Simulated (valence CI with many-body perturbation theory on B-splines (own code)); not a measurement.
Forbidden lines of Tc²⁰⁺

Method: relativistic CI+MBPT: five valence electrons over a frozen Dirac-Fock core [Ar], a basis of 7 s, 7 p, 8 d, 6 f, 4 g, 1 h functions for each j, with the one-electron correlation potential Σ1 (screened to all orders), the two-electron term Σ2, the three-electron term Σ3, Breit, model QED; selected single and double excitations, second order for the rest (own B-spline code, finite nucleus).

No measured spectrum was set against this ion. As an estimate, terms of the open shell hold to 2 to 4 % of their energy, and close levels can change places. Core correlation moves these levels by up to 12000 cm⁻¹, and in measured spectra 5 to 20 % of such shifts remained as error; rates that hang on mixing are uncertain with them. Only levels of the ground parity were solved; by the run's estimate the other parity begins above the list, which can be wrong where configurations are misplaced.

Lines 1 to 50 of 120 in falling wavelength, among levels below 384690 cm⁻¹, chosen from the decays that carry over 1 % of a level's rate. Wavelengths and rates use the calculated energies, so an error of 3000 cm⁻¹ moves a line at 550.2 nm by 17 % and its rate by three times that or more. Electric multipoles are in the length gauge, E1 and E2 with the static RPA response of the core. Weak lines are less certain than strong ones. Lines between different terms over intervals too small for the method are left out, as are lines whose strength nearly cancels. Intervals below about 3000 cm⁻¹, as at the head of this list, are uncertain by tens of per cent. Branching is blank where the lifetime is uncertain.

Names give the largest LS component (configuration and term), which can be under half, so a name can repeat, a term be missing and a line seem to break the LS rules; names also repeat where a configuration has a term twice. Letters in brackets count levels of one name in rising energy.

| λ vac (nm) | Upper | Lower | Type | A (s⁻¹) | Branch % |
| --- | --- | --- | --- | --- | --- |
| 6179 | 3d5 4G_11/2 | 3d5 4G_7/2 | E2 | 4.02e-11 |  |
| 2823 | 3d5 4G_9/2 | 3d5 4G_11/2 | M1 | 1.37e+00 | 21.8 |
| 1938 | 3d5 4G_9/2 | 3d5 4G_7/2 | M1 | 4.92e+00 | 78.2 |
| 1227 | 3d5 4D_3/2 | 3d5 4D_5/2 | M1 | 1.84e+01 | 1.1 |
| 1051 | 3d5 4P_1/2 | 3d5 4P_3/2 | M1 | 4.21e+01 | 100.0 |
| 1009 | 3d5 2I_13/2 | 3d5 2I_11/2 | M1 | 9.51e+00 | 17.7 |
| 840.7 | 3d5 2F_7/2 [c] | 3d5 2F_5/2 [b] | M1 | 1.93e+01 | 1.5 |
| 708.4 | 3d5 4G_7/2 | 3d5 4G_5/2 [a] | M1 | 6.07e+01 | 78.0 |
| 634.2 | 3d5 4F_3/2 | 3d5 4F_5/2 | M1 | 1.02e+02 | 6.6 |
| 550.2 | 3d5 4F_5/2 | 3d5 2D_3/2 [a] | M1 | 5.23e+01 | 3.8 |
| 546.7 | 3d5 4G_5/2 [b] | 3d5 4G_5/2 [a] | M1 | 2.31e+02 | 15.3 |
| 536.9 | 3d5 4P_3/2 | 3d5 4G_5/2 [a] | M1 | 8.86e+01 | 4.5 |
| 497.2 | 3d5 4F_5/2 | 3d5 2F_7/2 [a] | M1 | 1.99e+02 | 14.5 |
| 479.4 | 3d5 4D_7/2 | 3d5 4G_9/2 | M1 | 5.29e+01 | 12.3 |
| 464.4 | 3d5 2H_9/2 | 3d5 2G_9/2 [a] | M1 | 1.24e+02 | 5.8 |
| 457.7 | 3d5 4D_7/2 | 3d5 4G_5/2 [b] | M1 | 1.35e+02 | 31.6 |
| 429.5 | 3d5 2F_7/2 [a] | 3d5 4D_5/2 | M1 | 1.40e+01 | 3.5 |
| 420.3 | 3d5 2H_11/2 | 3d5 2H_9/2 | M1 | 7.00e+01 |  |
| 405.9 | 3d5 2G_9/2 [b] | 3d5 2F_7/2 [b] | M1 | 9.22e+01 | 7.0 |
| 391.6 | 3d5 4D_1/2 | 3d5 4P_1/2 | M1 | 4.41e+02 | 61.3 |
| 388.3 | 3d5 2H_9/2 | 3d5 2F_7/2 [a] | M1 | 4.52e+01 | 2.1 |
| 384.3 | 3d5 4D_7/2 | 3d5 4G_7/2 | M1 | 1.22e+02 | 28.5 |
| 367.0 | 3d5 2F_5/2 [a] | 3d5 4D_5/2 | M1 | 6.12e+01 | 1.4 |
| 362.9 | 3d5 2F_7/2 [b] | 3d5 2F_5/2 [a] | M1 | 1.58e+02 | 9.1 |
| 340.7 | 3d5 2F_7/2 [c] | 3d5 2H_9/2 | M1 | 1.11e+02 | 8.3 |
| 328.9 | 3d5 2G_9/2 [b] | 3d5 2H_9/2 | M1 | 3.77e+02 | 28.4 |
| 325.5 | 3d5 4D_5/2 | 3d5 4P_3/2 | M1 | 7.01e+01 | 5.0 |
| 317.3 | 3d5 2F_7/2 [b] | 3d5 2F_7/2 [a] | M1 | 1.18e+02 | 6.8 |
| 294.6 | 3d5 4F_3/2 | 3d5 2D_3/2 [a] | M1 | 1.80e+02 | 11.6 |
| 291.5 | 3d5 2G_7/2 [a] | 3d5 2G_9/2 [a] | M1 | 2.84e+02 | 14.9 |
| 289.3 | 3d5 2G_7/2 [a] | 3d5 2F_5/2 [a] | M1 | 1.01e+02 | 5.3 |
| 285.8 | 3d5 2F_7/2 [c] | 3d5 4F_5/2 | M1 | 1.92e+02 | 14.4 |
| 285.3 | 3d5 4D_1/2 | 3d5 4P_3/2 | M1 | 2.78e+02 | 38.7 |
| 283.9 | 3d5 4D_5/2 | 3d5 4G_7/2 | M1 | 1.90e+02 | 13.5 |
| 283.7 | 3d5 4F_5/2 | 3d5 4D_3/2 | M1 | 6.51e+01 | 4.8 |
| 274.3 | 3d5 2F_5/2 [a] | 3d5 4D_7/2 | M1 | 1.61e+02 | 3.7 |
| 272.4 | 3d5 2G_9/2 [a] | 3d5 4D_7/2 | M1 | 1.11e+02 | 20.4 |
| 260.4 | 3d5 2H_9/2 | 3d5 2I_11/2 | M1 | 7.06e+01 | 3.3 |
| 259.5 | 3d5 2G_7/2 [a] | 3d5 2F_7/2 [a] | M1 | 8.80e+01 | 4.6 |
| 257.3 | 3d5 4D_3/2 | 3d5 4P_3/2 | M1 | 3.72e+02 | 22.9 |
| 255.1 | 3d5 4D_3/2 | 3d5 4G_5/2 [b] | M1 | 4.90e+01 | 3.0 |
| 254.8 | 3d5 2F_5/2 [b] | 3d5 2F_5/2 [a] | M1 | 2.08e+02 | 10.4 |
| 249.1 | 3d5 4D_7/2 | 3d5 4G_5/2 [a] | M1 | 2.25e+01 | 5.3 |
| 245.7 | 3d5 2I_11/2 | 3d5 4G_9/2 | M1 | 9.48e+01 | 19.5 |
| 242.3 | 3d5 2F_5/2 [b] | 3d5 2D_3/2 [a] | M1 | 3.90e+02 | 19.5 |
| 231.4 | 3d5 2F_5/2 [b] | 3d5 2F_7/2 [a] | M1 | 4.03e+01 | 2.0 |
| 230.4 | 3d5 4F_5/2 | 3d5 4D_5/2 | M1 | 4.21e+02 | 30.8 |
| 226.0 | 3d5 2I_11/2 | 3d5 4G_11/2 | M1 | 3.91e+02 | 80.5 |
| 220.6 | 3d5 2H_11/2 | 3d5 2G_9/2 [a] | M1 | 1.60e+02 |  |
| 215.4 | 3d5 2D_3/2 [a] | 3d5 4P_1/2 | M1 | 1.61e+02 | 8.7 |
